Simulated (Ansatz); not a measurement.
La3, 3 atoms. Hardware: 4 threads of Arm Neoverse V2 on a shared host.

In the def2 sets La takes a core potential; there is no spin–orbit coupling.

Question: How many basis functions does each of these Ansatz runs have, and roughly what does it cost? PBE-D4/def2-TZVP, charge 0 quartet, energy, from earlier orbitals; PBE-D4/def2-TZVP, charge 1 triplet at the geometry of the charge 0 doublet, energy, from earlier orbitals; LC-ωPBE (ω = 0.30 bohr⁻¹)/def2-TZVP, charge 0 doublet, energy, from earlier orbitals; ωB97X-V/def2-TZVP, charge 0 doublet, energy, from earlier orbitals; ωB97M-V/def2-TZVP, charge 0 quartet, energy, from earlier orbitals; PBE0-D4/def2-TZVP, charge 0 doublet, relaxation, 8 steps; PBE-D4/def2-TZVPD, charge -1 singlet at the geometry of the charge 0 doublet, energy, from earlier orbitals; CAM-B3LYP-D4/def2-TZVP, charge 0 quartet, energy, from earlier orbitals; r2SCAN-D4/def2-TZVPD, charge -1 singlet at the geometry of the charge 0 doublet, energy, from earlier orbitals; PBE-D4/def2-TZVP, charge 0 doublet, energy, from earlier orbitals; r2SCAN0-D4/def2-TZVP, charge 0 quartet, energy, from earlier orbitals; LC-ωPBE (ω = 0.20 bohr⁻¹)/def2-TZVP, charge 0 quartet, energy, from earlier orbitals.

Answer: Other jobs shared the machine, so times can vary by a factor of up to 3. A dash marks memory too small to be measured apart from the calling script's.

| run | functions | fitting or Cholesky vectors | wall time | peak host memory (GiB) |
| --- | --- | --- | --- | --- |
| PBE-D4/def2-TZVPD, charge -1 singlet at the geometry of the charge 0 doublet, energy, from earlier orbitals | 129 | 1008 | 2 s | – |
| r2SCAN-D4/def2-TZVPD, charge -1 singlet at the geometry of the charge 0 doublet, energy, from earlier orbitals | 129 | 1008 | 5 s | – |
| PBE-D4/def2-TZVP, charge 1 triplet at the geometry of the charge 0 doublet, energy, from earlier orbitals | 120 | 954 | 10 s | – |
| PBE-D4/def2-TZVP, charge 0 quartet, energy, from earlier orbitals | 120 | 954 | 10 s | – |
| PBE-D4/def2-TZVP, charge 0 doublet, energy, from earlier orbitals | 120 | 954 | 12 s | – |
| LC-ωPBE (ω = 0.20 bohr⁻¹)/def2-TZVP, charge 0 quartet, energy, from earlier orbitals | 120 | 954 | 13 s | – |
| CAM-B3LYP-D4/def2-TZVP, charge 0 quartet, energy, from earlier orbitals | 120 | 996 | 13 s | – |
| LC-ωPBE (ω = 0.30 bohr⁻¹)/def2-TZVP, charge 0 doublet, energy, from earlier orbitals | 120 | 954 | 17 s | – |
| r2SCAN0-D4/def2-TZVP, charge 0 quartet, energy, from earlier orbitals | 120 | 1062 | 27 s | 0.69 |
| PBE0-D4/def2-TZVP, charge 0 doublet, relaxation, 8 steps | 120 | 1062 | 42 s | – |
| ωB97X-V/def2-TZVP, charge 0 doublet, energy, from earlier orbitals | 120 | 969 | 67 s | 0.91 |
| ωB97M-V/def2-TZVP, charge 0 quartet, energy, from earlier orbitals | 120 | 954 | 76 s | 1.1 |
